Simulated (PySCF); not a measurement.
# ZrH₂ + 2 F₂ → ZrF₂ + 2 HF

Level: PBE0 in the def2-TZVP basis family, computed in PySCF with density fitting; scalar-relativistic core potentials for atoms from Rb on, none lighter, no spin–orbit coupling; open shells unrestricted.

| species | state and structure | E (Eh) | ZPE (kJ/mol) | H(298 K) − H(0) (kJ/mol) | S° (J/(mol K)) |
| --- | --- | --- | --- | --- | --- |
| ZrH₂ | triplet, C2v, Zr–H 1.860 Å (×2); H–Zr–H 118.9° | -48.10013 | 23.1 | 10.4 | 236.3 |
| F₂ | singlet, D∞h, F–F 1.376 Å | -199.40856 | 6.6 | 8.7 | 201.9 |
| ZrF₂ | triplet, C2v, Zr–F 1.909 Å (×2); F–Zr–F 133.9° | -246.71548 | 8.4 | 12.5 | 288.9 |
| HF | singlet, C∞v, H–F 0.920 Å | -100.39188 | 24.9 | 8.7 | 173.6 |

(1) What is the electronic reaction energy?

(2) Add zero-point, thermal and entropy terms for 298.15 K and 1 bar.

Results:

(1) At PBE0/def2-TZVP, ΔE = -1528.0 kJ/mol from the differences of the total energies times 2625.5, downhill. 

(2) ΔZPE = 21.9 and Δ[H(298) − H(0)] = 2.1 kJ/mol give ΔH° = -1504.0 kJ/mol. ΔS° = -4.0 J/(mol K), so ΔG° = -1504.0 − 298.15 × (-0.0040) = -1503 kJ/mol.

Open d or f shells are single determinants, so the state found may not be the ground state. The structures come from searches over a few start shapes, so lower isomers are not excluded.
